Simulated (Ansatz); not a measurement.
C2H6AlNO3, SMILES `CC#[N+][Al-]([OH])([OH])[OH]`. Total charge 0; spin multiplicity 1. All single points use the PBE0-D4/def2-TZVP geometry. It is one conformer, not always the lowest.

```xyz
13

C    -0.673    0.000    2.850
C    -0.341    0.000    1.447
N    -0.079    0.000    0.336
Al    0.384    0.000   -1.628
O     0.708    1.671   -1.853
O    -1.085   -0.608   -2.276
O     1.732   -1.064   -1.611
H     0.120   -0.494    3.414
H    -0.778    1.028    3.201
H    -1.612   -0.532    3.005
H     0.119    2.193   -2.394
H    -1.096   -1.472   -2.681
H     2.601   -0.721   -1.809
```

(1) What is the dipole moment at B3LYP/def2-TZVPP? (Best estimate.)

(2) And with PBE, r2SCAN, ωB97M-V? (An estimate is asked.)

(3) Give the Mulliken charges with B3LYP, r2SCAN, ωB97M-V in def2-TZVPP. (An estimate is asked.)

## Answers

(1) Computed: 7.14 D, with components (-1.64, 0.00, 6.95) D in this frame, pointing from negative to positive charge.

(2) The calculation gave: PBE 6.98 D, r2SCAN 7.17 D, ωB97M-V 7.21 D.

(3) The calculation gave: 
| atom | B3LYP | r2SCAN | ωB97M-V |
| --- | --- | --- | --- |
| C1 | -0.13 | -0.01 | -0.18 |
| C2 | -0.02 | 0.00 | 0.05 |
| N3 | 0.12 | 0.08 | 0.07 |
| Al4 | 0.53 | 0.54 | 0.50 |
| O5 | -0.47 | -0.49 | -0.46 |
| O6 | -0.47 | -0.49 | -0.46 |
| O7 | -0.47 | -0.49 | -0.46 |
| H8 | 0.13 | 0.10 | 0.15 |
| H9 | 0.13 | 0.10 | 0.15 |
| H10 | 0.13 | 0.10 | 0.15 |
| H11 | 0.17 | 0.19 | 0.16 |
| H12 | 0.17 | 0.19 | 0.16 |
| H13 | 0.17 | 0.19 | 0.16 |

B3LYP here is the variant with VWN-RPA as its local correlation; programs differ in this.
